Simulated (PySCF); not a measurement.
# Ionisation energy of Pm+ by level of theory

Pm+ [Xe] 4f5 6s1 [4f5/2^5 6s1/2^1, M_J = 2] → Pm(2+) [Xe] 4f5 [4f5/2^5, M_J = 5/2], as a difference of total energies. Computed with PySCF 2.14 in x2c-SVPall-2c (7s10p9d3f1g, 112 functions), with the two-component X2C-1e Hamiltonian. Correlated levels: [Ar] 3d10 frozen; the 16 highest virtual spinors dropped. "Screened" scales the spin-orbit matrix elements by Boettger's factors to mimic the two-electron term; Breit and QED terms are absent.

```
                    method  ionisation energy (eV)  difference from reference (eV)
           GHF (spin-free)                  10.149                          -0.789
          GMP2 (spin-free)                  10.827                          -0.111
 GHF (screened spin-orbit)                  10.149                          -0.789
GMP2 (screened spin-orbit)                  10.826                          -0.112
```

Reference: 10.938 ± 0.02 eV (semi-empirical (NIST evaluation); NIST Atomic Spectra Database, ionization energies).

The spin-free rows relax to the high-spin LS determinant and lack the spin-orbit shift.

Errors of the correlated levels include the incompleteness of this basis and the frozen core.

The labels give the starting determinants; with spin-orbit coupling the two ends relaxed to ⟨J²⟩ = 11.41, ⟨L²⟩ = 29.87, ⟨S²⟩ = 11.94 and ⟨J²⟩ = 13.16, ⟨L²⟩ = 29.86, ⟨S²⟩ = 8.71.

The determinant of Pm+ and of Pm(2+) mixes levels of different J (the jj label is only the starting occupation), so the difference between spin-free and spin-orbit rows is not the physical spin-orbit shift.
